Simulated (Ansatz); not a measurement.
# Worked example: CHBr2Cl + SnH3 → CHBrCl + SnH3Br

Species: CHBr2Cl (chlorodibromomethane) `ClC(Br)Br`, singlet; SnH3 `[SnH3]`, doublet; CHBrCl `Cl[CH]Br`, doublet; SnH3Br `[Br][SnH3]`, singlet. A radical takes Br: the energy is the difference in strength between the C–Br bond broken and the Sn–Br bond made.

Shapes, held fixed at every level: PBE0-D4/def2-TZVP. Programs: Ansatz 0.2.0. The zero-point and thermal change to 298 K, harmonic and unscaled (PBE0-D4/def2-TZVP), is -0.9 kJ/mol.

At CCSD(T)/def2-TZVPP; 1 Eh = 2625.50 kJ/mol:

| species | energy (Eh) |
| --- | --- |
| CHBr2Cl | -5643.761197 |
| SnH3 | -215.393642 |
| CHBrCl | -3070.999764 |
| SnH3Br | -2788.186363 |

Problem. Work out ΔH(298 K) of the reaction at this level.

Solution. 
1. Products less reactants: (-3070.999764) + (-2788.186363) − [(-5643.761197) + (-215.393642)] = -0.031288 Eh = -82.1 kJ/mol.
2. With the thermal change: -82.1 + (-0.9) = -83.0 kJ/mol.

Other levels give -105.5 (BHLYP-D4/def2-TZVPP) to -81.8 kJ/mol (PBE-D4/def2-TZVPP). No measured value is set beside it here. Open shells run unrestricted unless RO is named. For atoms past krypton def2 sets carry core potentials with scalar relativity. Relativity is left out for Br unless named. Correlated rows may include outer-core shells of Br, Sn, which these sets cover unevenly.
